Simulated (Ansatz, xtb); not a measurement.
**Two conformers of C3H7ClSn**

Structure I: `CC[CH2][Sn][Cl]`, a singlet. Structure II: `CC[CH2][Sn][Cl]`, a singlet. Both are isolated molecules in the gas phase, relaxed with PBE0-D4/def2-SVP.

I (Å):

```yaml
atoms:
  - { symbol: C, position_ang: [3.1852, -0.5831, 0.7682] }
  - { symbol: C, position_ang: [1.9418, -0.1158, 0.0250] }
  - { symbol: C, position_ang: [0.7027, -0.0808, 0.9100] }
  - { symbol: Cl, position_ang: [-1.0461, 0.3942, 3.7359] }
  - { symbol: Sn, position_ang: [0.7962, 1.3893, 2.5559] }
  - { symbol: H, position_ang: [3.0416, -1.5923, 1.1868] }
  - { symbol: H, position_ang: [4.0712, -0.6140, 0.1160] }
  - { symbol: H, position_ang: [3.4296, 0.0868, 1.6131] }
  - { symbol: H, position_ang: [1.7734, -0.7778, -0.8438] }
  - { symbol: H, position_ang: [2.1302, 0.8843, -0.4077] }
  - { symbol: H, position_ang: [-0.2051, 0.1894, 0.3381] }
  - { symbol: H, position_ang: [0.4880, -1.0655, 1.3609] }
```

II (Å):

```xyz
12

C     1.1790   -1.2333    2.7052
C     0.0839   -0.9461    1.6891
C     0.3430    0.3104    0.8702
Cl   -1.1256    1.5854    3.6800
Sn    0.3866    2.2517    1.9280
H     0.9971   -2.1756    3.2440
H     2.1681   -1.3106    2.2240
H     1.2302   -0.4355    3.4657
H    -0.0244   -1.8154    1.0147
H    -0.8781   -0.8447    2.2182
H    -0.4415    0.4553    0.1005
H     1.2954    0.2402    0.3115
```

Task: Estimate which is lower in electronic energy at CCSD(T)/def2-SVP + ΔMP2/def2-TZVPP, and by roughly how much.

Result: CCSD(T)/def2-SVP + ΔMP2/def2-TZVPP gives E(II) − E(I) = −0.021 eV, slightly favouring structure II, which is too small a margin to settle the true order.

Level by level:

```json
{"level": "PBE0-D4/def2-SVP", "geometry": "PBE0-D4/def2-SVP", "E(II) − E(I) (eV)": "−0.045", "departure from the last row (eV)": "−0.024", "job, with rough time for the two": "optimisation, 2 min"}
{"level": "HF/def2-SVP", "geometry": "PBE0-D4/def2-SVP", "E(II) − E(I) (eV)": "−0.007", "departure from the last row (eV)": "+0.015", "job, with rough time for the two": "part of the CCSD(T) run"}
{"level": "MP2/def2-SVP", "geometry": "PBE0-D4/def2-SVP", "E(II) − E(I) (eV)": "−0.043", "departure from the last row (eV)": "−0.022", "job, with rough time for the two": "part of the CCSD(T) run"}
{"level": "CCSD(T)/def2-SVP", "geometry": "PBE0-D4/def2-SVP", "E(II) − E(I) (eV)": "−0.042", "departure from the last row (eV)": "−0.021", "job, with rough time for the two": "single point"}
{"level": "CCSD(T)/def2-SVP + ΔMP2/def2-TZVPP", "geometry": "PBE0-D4/def2-SVP", "E(II) − E(I) (eV)": "−0.021", "departure from the last row (eV)": "", "job, with rough time for the two": "single point, 73 s"}
```

The largest departure from CCSD(T)/def2-SVP + ΔMP2/def2-TZVPP is that of PBE0-D4/def2-SVP, 0.024 eV. Levels run at GFN2-xTB geometries aren't shown. The last row adds to CCSD(T) the change of the MP2 difference between the two basis sets, here +0.021 eV.

With thermal terms from frequencies at re-optimised GFN2-xTB minima (ideal gas, soft modes damped towards free rotors, one conformer each, 298.15 K, 1 atm): the zero-point term adds +0.004 eV; ΔH is −0.019 and ΔG −0.011 eV.

The correlated steps freeze 12 core orbitals; the filled d shell of Sn is correlated, in a basis made for valence electrons. Atoms past krypton carry core potentials in the def2 sets and no spin–orbit term is included. Codes used: Ansatz 0.2.0, xtb 6.7.1; the last row on 2 threads of Arm Neoverse V1 on a shared host.
